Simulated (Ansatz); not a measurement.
One change: `BCC(C)=O` becomes `CC(=O)[SiH2]N`.

Ansatz, PBE0-D4/def2-TZVP geometries, multiplicity 1. Each molecule was computed in one conformer, which needn't be the lowest.

```csv
property,`BCC(C)=O`
HOMO energy (PBE0/def2-TZVPP) / eV,-7.21
LUMO energy (ωB97M-V/def2-TZVPP) / eV,0.26
LUMO energy (B3LYP/def2-TZVPP) / eV,-1.92
HOMO–LUMO gap (PBE/def2-TZVPP) / eV,2.95
LUMO energy (PBE0/def2-TZVPP) / eV,-1.67
HOMO energy (ωB97M-V/def2-TZVPP) / eV,-9.61
```

Q: What does the change do to each property? (An estimate is asked.)

A: The calculation gave: 
| property | `CC(=O)[SiH2]N` | shift |
| --- | --- | --- |
| HOMO energy (PBE0/def2-TZVPP) / eV | -6.55 | 0.66 |
| LUMO energy (ωB97M-V/def2-TZVPP) / eV | 1.31 | 1.05 |
| LUMO energy (B3LYP/def2-TZVPP) / eV | -1.21 | 0.71 |
| HOMO–LUMO gap (PBE/def2-TZVPP) / eV | 3.02 | 0.07 |
| LUMO energy (PBE0/def2-TZVPP) / eV | -0.96 | 0.71 |
| HOMO energy (ωB97M-V/def2-TZVPP) / eV | -8.85 | 0.76 |

With PBE0 the HOMO rises by 0.66 eV and the LUMO rises by 0.71 eV, so the gap widens by about 0.05 eV. PBE moves the HOMO by 0.53 eV and ωB97M-V by 0.76 eV.

B3LYP here is the variant with VWN-RPA as its local correlation; programs differ in this.
